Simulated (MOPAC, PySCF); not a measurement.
CH4S2, SMILES `SCS` (H–S–C–S torsion 56°, S–C–S–H torsion 56°), neutral singlet in the gas phase. 

Cartesian coordinates (Å):
```xyz
7

S      1.2046    -0.1944     1.0294
C     -0.0502     0.5629    -0.0487
S     -1.1359    -0.5755    -0.9628
H      1.7874    -0.9438     0.0789
H     -0.6351     1.2105     0.6013
H      0.4216     1.1829    -0.8082
H     -1.5923    -1.2427     0.1101
```
Charge 0, spin multiplicity 1.

All levels are single points at this geometry (B3LYP-D3(BJ)/def2-TZVP); Pople sets use spherical d functions. Orbital energies aren't observables, and empty levels follow the basis.

```
level                          HOMO (eV)  LUMO (eV)  gap (eV)  dipole (D)  vertical IE, Delta-SCF (eV)
-----------------------------  ---------  ---------  --------  ----------  ---------------------------
M06-2X/def2-TZVP in PySCF          -8.01       0.58      8.59        0.42                         9.27
PBE-D3(BJ)/def2-TZVP in PySCF      -5.61      -1.24      4.38        0.43                         8.71
B3LYP/3-21G in PySCF               -6.66       0.09      6.74        0.32                            –
HF/3-21G in PySCF                  -9.91       3.98     13.89        0.35                            –
HF/6-31G* in PySCF                 -9.70       3.69     13.38        0.43                         8.84
PM3 in MOPAC                       -9.41      -0.47      8.94        0.19                            –
```
